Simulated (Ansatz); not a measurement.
Program: Ansatz. Geometries: PBE0-D4/def2-TZVP. ΔE: electronic, gas phase. CBS: MP2 limit from def2 TZ/QZ plus the TZ coupled-cluster correction, frozen cores. DFT in def2-TZVPP. B3LYP here is the variant with VWN-RPA as its local correlation; programs differ in this. For Ga outer-core shells are correlated without core-valence functions, which leaves a few kJ/mol of doubt a bond. Scalar relativity is left out up to krypton.

`B[NH][GaH2]` + `B1N[SiH2]1` → `BN1B[SiH2]1` + `[NH2][GaH2]`  (ligand exchange at a B–N bond)

`B[NH][GaH2]`:

```xyz
8

B     0.150    1.208   -0.725
N     0.317   -0.162   -0.495
Ga   -0.324   -1.083    0.981
H     0.603    1.718   -1.713
H    -0.451    1.862    0.083
H     0.827   -0.686   -1.192
H    -1.105   -0.242    2.032
H    -0.017   -2.615    1.030
```

`B1N[SiH2]1`:

Z-matrix (Å, degrees):
```
Si
N 1 1.756
B 1 1.929 2 43.6
H 1 1.486 2 115.1 3 115.6
H 1 1.486 2 115.1 3 -115.6
H 2 1.009 1 147.6 3 -180.0
H 3 1.187 1 162.0 2 180.0
```

`BN1B[SiH2]1`:

```xyz
9

B     0.851   -0.492    1.287
N     0.002   -0.094    0.217
B    -1.374   -0.084   -0.065
Si   -0.179    0.602   -1.412
H     2.036   -0.355    1.191
H     0.355   -0.961    2.272
H    -2.346   -0.423    0.526
H     0.235    2.022   -1.520
H     0.420   -0.215   -2.496
```

`[NH2][GaH2]`:

Z-matrix (Å, degrees):
```
N
Ga 1 1.813
H 1 1.006 2 124.1
H 1 1.006 2 124.0 3 -180.0
H 2 1.561 1 116.7 3 -180.0
H 2 1.561 1 116.7 3 0.0
```

Question: Is it downhill or uphill in electronic energy at CCSD(T)/CBS, and by how much? (Best estimate.)

Answer: Ansatz gave: Uphill: ΔE = +10.5 kcal/mol.

Question: What do these levels give: PBE-D4, B97M-V, PBE0-D4, ωB97M-V, revPBE, BLYP, B3LYP, LC-ωPBE, SCS-MP2/def2-TZVPP, CCSD/def2-TZVPP, CCSD(T)/def2-TZVPP, CCSD/CBS(def2)? (Best estimate.)

Answer: The calculation gave: PBE-D4 11.3, B97M-V 10.7, PBE0-D4 11.1, ωB97M-V 11.1, revPBE 11.0, BLYP 10.5, B3LYP 10.5, LC-ωPBE 11.3, SCS-MP2/def2-TZVPP 10.8, CCSD/def2-TZVPP 10.9, CCSD(T)/def2-TZVPP 11.2, CCSD/CBS(def2) 10.2 kcal/mol.

Largest T1 diagnostic among the species: 0.014.

In def2-TZVPP, CCSD(T) changes the Hartree–Fock value by +2.7 kcal/mol (the triples alone add +0.3 kcal/mol) and MP2 by +2.5 kcal/mol. Leaving LDA and LC-ωPBE aside and taking each functional with its dispersion term where it has one, the values, not all of them listed here, spread over 1.3 kcal/mol, from BHLYP-D4 to PBE-D4. LDA lies +0.9 kcal/mol from PBE without D4. At CCSD(T), def2-SVP lies +2.2 kcal/mol from the extrapolated value and def2-TZVPP +0.8 kcal/mol.
